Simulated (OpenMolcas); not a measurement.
# 3d² along the 20-electron sequence

- Program: OpenMolcas
- Method: RASSCF
- Basis: ANO-RCC-VTZP
- Scalar Hamiltonian: DKH2, point nucleus
- Spin-orbit coupling: RASSI with atomic mean-field integrals over the reference wave functions, term energies averaged over their components

Active space for each ion: 8 electrons in 8 orbitals (RAS1 3p, at most 2 holes; RAS2 3d).

Computed levels in cm-1 above ³F₂:

| Level | Cr4+ | Mn5+ | Co7+ |
| --- | --- | --- | --- |
| ³F₃ | 532 | 782 | 1410 |
| ³F₄ | 1212 | 1770 | 3151 |
| ¹D₂ | 14998 | 17209 | 21203 |
| ³P₀ | 18194 | 20662 | 24981 |
| ³P₁ | 18382 | 20944 | 25509 |
| ³P₂ | 18785 | 21558 | 26693 |
| ¹G₄ | 25969 | 29505 | 35885 |
| ¹S₀ | 54089 | 61673 | 75275 |
| weight of ³F in the lowest level (%) | 100 | 100 | 100 |

Measured, with the error of the calculation in %. Measured levels: Cr4+ from Sugar and Corliss, J. Phys. Chem. Ref. Data 6, 317 (1977); Mn5+ from Corliss and Sugar, J. Phys. Chem. Ref. Data 6, 1253 (1977); Co7+ from Sugar and Corliss, J. Phys. Chem. Ref. Data 10, 1097 (1981).

```tsv
Level	Cr4+	Mn5+	Co7+
³F₃	508 (+4.7)	746 (+4.8)	1430 (-1.4)
³F₄	1142 (+6.2)	1669 (+6.1)	3144 (+0.2)
¹D₂	13188 (+13.7)	15336 (+12.2)	19624 (+8.0)
³P₀	15492 (+17.4)	17782 (+16.2)	22304 (+12.0)
³P₁	15677 (+17.3)	18057 (+16.0)	22839 (+11.7)
³P₂	16041 (+17.1)	18628 (+15.7)	24055 (+11.0)
¹G₄	22019 (+17.9)	25511 (+15.7)	32360 (+10.9)
¹S₀	51146 (+5.8)		74247 (+1.4)
```

The fine-structure level ³F₄ changes by a factor of 2.6 from Cr4+ to Co7+. Its fourth root runs 5.90, 6.49, 7.49, with steps per unit of Z of 0.59, 0.50; equal steps would mean a (Z - σ)^4 law with constant σ.

¹D₂ changes by a factor of 1.41 over the same range, with steps per unit of Z of +2210, +2000 cm-1.

Without dynamic correlation excited terms often stand tens of per cent too high (terms of higher spin than the ground term too low), and those without a measured partner can miss by more than the paired ones. Active for correlation alone: 3p; no level in the range computed is led by a configuration that opens it, so any true level of that kind is missing. Measured partners are found by configuration, term and J. A level has none where our copy of the source lacks it or the pairing is in doubt (some pairs that miss far off the trend of their configuration count as doubtful), and it then counts in no deviation. Levels of configurations outside the active space are missing.
